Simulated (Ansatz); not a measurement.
The cluster Os3, 3 atoms. Hardware: 4 threads of AMD EPYC 9R45 on a shared host.

In the def2 sets Os takes a core potential; there is no spin–orbit coupling. Correlated methods freeze no core orbitals; core or outer-core shells of Os are correlated, in sets that lack core-valence functions.

(1) How many basis functions does each of these Ansatz runs have, and roughly what does it cost? r2SCAN-D4/def2-TZVP, charge 1 doublet at the geometry of the charge 0 singlet, energy, from earlier orbitals; PBE-D4/def2-TZVP, charge 0 singlet, energy, from earlier orbitals; PBE-D4/def2-TZVP, charge 0 triplet, energy, from earlier orbitals; PBE0-D4/def2-TZVP, charge 1 doublet, energy, from earlier orbitals; RPA@PBE/def2-TZVP, charge 0 triplet, energy, from earlier orbitals; ωB97X-V/def2-TZVP, charge 0 quintet, energy, from earlier orbitals; PBE0-D4/def2-TZVP, charge 0 unrestricted singlet, energy, from earlier orbitals; PBE-D4/def2-TZVPD, charge -1 doublet at the geometry of the charge 0 singlet, energy, from earlier orbitals; PBE0-D4/def2-TZVP, charge 0 singlet, relaxation, 7 steps; ωB97M-V/def2-TZVP, charge 0 quintet, energy, from earlier orbitals; B2PLYP/def2-TZVP, charge 0 singlet, energy, from earlier orbitals; PBE0-D4/def2-SVP, charge 0 unrestricted singlet, energy with a search over starts.

Answers

(1) Other jobs shared the machine, so times can vary by a factor of up to 3. A dash marks memory too small to be measured apart from the calling script's.

```json
{"run": "PBE-D4/def2-TZVP, charge 0 singlet, energy, from earlier orbitals", "functions": "120", "fitting or Cholesky vectors": "1056", "wall time": "0.5 s", "peak host memory (GiB)": "–"}
{"run": "B2PLYP/def2-TZVP, charge 0 singlet, energy, from earlier orbitals", "functions": "120", "fitting or Cholesky vectors": "1155", "wall time": "1.4 s", "peak host memory (GiB)": "–"}
{"run": "RPA@PBE/def2-TZVP, charge 0 triplet, energy, from earlier orbitals", "functions": "120", "fitting or Cholesky vectors": "1155", "wall time": "2.4 s", "peak host memory (GiB)": "–"}
{"run": "PBE-D4/def2-TZVP, charge 0 triplet, energy, from earlier orbitals", "functions": "120", "fitting or Cholesky vectors": "1056", "wall time": "2.4 s", "peak host memory (GiB)": "–"}
{"run": "PBE0-D4/def2-TZVP, charge 1 doublet, energy, from earlier orbitals", "functions": "120", "fitting or Cholesky vectors": "1254", "wall time": "2.7 s", "peak host memory (GiB)": "0.58"}
{"run": "PBE-D4/def2-TZVPD, charge -1 doublet at the geometry of the charge 0 singlet, energy, from earlier orbitals", "functions": "129", "fitting or Cholesky vectors": "1119", "wall time": "3.1 s", "peak host memory (GiB)": "–"}
{"run": "r2SCAN-D4/def2-TZVP, charge 1 doublet at the geometry of the charge 0 singlet, energy, from earlier orbitals", "functions": "120", "fitting or Cholesky vectors": "1056", "wall time": "5.5 s", "peak host memory (GiB)": "–"}
{"run": "PBE0-D4/def2-TZVP, charge 0 singlet, relaxation, 7 steps", "functions": "120", "fitting or Cholesky vectors": "1212", "wall time": "7 s", "peak host memory (GiB)": "–"}
{"run": "ωB97X-V/def2-TZVP, charge 0 quintet, energy, from earlier orbitals", "functions": "120", "fitting or Cholesky vectors": "1137", "wall time": "15 s", "peak host memory (GiB)": "0.75"}
{"run": "ωB97M-V/def2-TZVP, charge 0 quintet, energy, from earlier orbitals", "functions": "120", "fitting or Cholesky vectors": "1137", "wall time": "18 s", "peak host memory (GiB)": "0.83"}
{"run": "PBE0-D4/def2-SVP, charge 0 unrestricted singlet, energy with a search over starts", "functions": "96", "fitting or Cholesky vectors": "948", "wall time": "22 s", "peak host memory (GiB)": "–"}
{"run": "PBE0-D4/def2-TZVP, charge 0 unrestricted singlet, energy, from earlier orbitals", "functions": "120", "fitting or Cholesky vectors": "1254", "wall time": "47 s", "peak host memory (GiB)": "0.61"}
```
